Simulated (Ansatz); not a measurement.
C$_{2}$H$_{7}$GeN, SMILES `C1[CH2][GeH2][NH]1`, relaxed with RKS PBE0-D4/def2-TZVP in the Gaussian-basis code of Ansatz from a PBE-D4/def2-SVP geometry. The force threshold is 0.005 eV/Å; the program also tests the step.

Charge 0, multiplicity 1.

Start:

```xyz
11

C    -0.938    0.404   -0.456
C    -0.064    0.807    0.768
Ge    1.118   -0.721    0.293
N    -0.013   -0.494   -1.176
H    -1.877   -0.092   -0.108
H    -1.252    1.278   -1.076
H    -0.574    0.774    1.748
H     0.435    1.788    0.651
H     0.955   -2.019    1.155
H     2.628   -0.509   -0.019
H    -0.417   -1.214   -1.781
```

| step | energy (eV) | largest force (eV/Å) | largest move (Å) |
| --- | --- | --- | --- |
| 1 | -60185.6781 | 0.598 | 0.000 |
| 2 | -60185.7183 | 0.186 | 0.030 |
| 3 | -60185.7220 | 0.041 | 0.017 |
| 4 | -60185.7222 | 0.023 | 0.006 |
| 5 | -60185.7224 | 0.030 | 0.018 |
| 6 | -60185.7226 | 0.006 | 0.009 |
| 7 | -60185.7226 | 0.003 | 0.001 |

End:

```xyz
11

C    -0.934    0.399   -0.445
C    -0.059    0.809    0.762
Ge    1.103   -0.708    0.290
N     0.001   -0.469   -1.181
H    -1.831   -0.129   -0.095
H    -1.269    1.251   -1.048
H    -0.561    0.798    1.727
H     0.436    1.770    0.623
H     0.913   -2.010    1.109
H     2.606   -0.516    0.010
H    -0.405   -1.195   -1.751
```

Hardware: 4 threads of an Intel Xeon 6975P-C on a shared host. Wall time 13 s, peak host memory 0.51 GiB.
